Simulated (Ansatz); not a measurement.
CH₉NO₂Si₂, SMILES `CO[Si](N)(O)[SiH3]` at its PBE0-D4/def2-TZVP geometry, where that method's forces vanish. Total charge 0; spin multiplicity 1.

```xyz
15

C     1.1360    0.2333    1.8871
O     0.0499    0.7735    1.1719
Si   -0.6765    0.0336   -0.0994
N    -1.7930    1.2164   -0.6192
O    -1.4734   -1.3493    0.2947
Si    0.9055   -0.6912   -1.6721
H     1.4333    0.9533    2.6514
H     1.9983    0.0471    1.2363
H     0.8645   -0.7065    2.3790
H    -1.5748    2.1919   -0.4978
H    -2.3794    1.0600   -1.4220
H    -2.2720   -1.2367    0.8171
H     0.2198   -1.1528   -2.9114
H     1.8076    0.4359   -2.0440
H     1.7542   -1.8084   -1.1716
```

Question: What forces (eV/Å) does r2SCAN-D4/def2-TZVPP give on these atoms in Ansatz 0.2.0? (An estimate is asked.)

Answer: The calculation gave: 
```
C1   0.245 -0.111  0.168
O2  -0.203  0.175 -0.094
Si3  0.040 -0.023 -0.068
N4  -0.024 -0.005  0.040
O5  -0.002 -0.072 -0.001
Si6  0.005 -0.001  0.001
H7  -0.005 -0.014 -0.011
H8  -0.004  0.001  0.001
H9  -0.001  0.000 -0.003
H10 -0.005  0.030 -0.031
H11 -0.010  0.026 -0.021
H12 -0.034 -0.002  0.019
H13  0.017  0.007  0.017
H14 -0.013 -0.025  0.002
H15 -0.006  0.014 -0.017
```
